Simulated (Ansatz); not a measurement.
`C/C=C(\O)C=O` and `C/C=C(\O)[SiH3]` differ in one atom or group.

Ansatz, PBE0-D4/def2-TZVP geometries, multiplicity 1. Each molecule was computed in one conformer, which needn't be the lowest.

| property | `C/C=C(\O)C=O` |
| --- | --- |
| HOMO energy (B3LYP/def2-TZVPP) / eV | -6.72 |
| HOMO energy (PBE0/def2-TZVPP) / eV | -6.91 |
| HOMO–LUMO gap (PBE/def2-TZVPP) / eV | 3.03 |
| LUMO energy (PBE/def2-TZVPP) / eV | -2.74 |
| LUMO energy (PBE0/def2-TZVPP) / eV | -1.77 |
| HOMO energy (ωB97M-V/def2-TZVPP) / eV | -9.07 |

Problem. What does the change do to each property? (Best estimate.)

Solution. The calculation gave: 
```csv
property,`C/C=C(\O)[SiH3]`,shift
HOMO energy (B3LYP/def2-TZVPP) / eV,-6.35,0.37
HOMO energy (PBE0/def2-TZVPP) / eV,-6.56,0.35
HOMO–LUMO gap (PBE/def2-TZVPP) / eV,4.64,1.61
LUMO energy (PBE/def2-TZVPP) / eV,-0.76,1.98
LUMO energy (PBE0/def2-TZVPP) / eV,0.13,1.90
HOMO energy (ωB97M-V/def2-TZVPP) / eV,-8.77,0.30
```

With PBE0 the HOMO rises by 0.35 eV and the LUMO rises by 1.90 eV, so the gap widens by about 1.55 eV. PBE moves the HOMO by 0.37 eV and ωB97M-V by 0.30 eV.

B3LYP here is the variant with VWN-RPA as its local correlation; programs differ in this.
